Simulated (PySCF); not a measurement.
# Worked example: refractive index and permittivity of the vapour

B(H)2(Et) (C2H7B), SMILES BCC.

Geometry optimised at PBE0-D3(BJ)/def2-TZVP. The geometry has at least one imaginary mode, so it is a saddle point at that level.

M06-2X/def2-TZVPD (PySCF) gives a mean static polarisability of 40.9 bohr³ and a dipole moment of 0.61 D. Take an ideal gas at 298.15 K and 1 bar, whether or not the substance is that volatile.

Question: Work out n − 1 in the optical limit and the static ε − 1.

Answer: 
Polarisability volume α' = 40.9 × 0.148185 = 6.06 Å³. Number density N = p/kT = 2.43e-5 Å⁻³.
Dilute limit of Lorentz–Lorenz: n − 1 = 2π N α' = 0.00093.
Orientation term of Debye: μ²/(3kT) = 8.098 Å³ × μ²(D²) = 3.01 Å³.
ε − 1 = 4π N (α' + μ²/3kT) = 0.0028. Orientation of the dipole supplies 33 % of the static response; it can't follow optical fields. Vibrational polarisation and dispersion are left out.
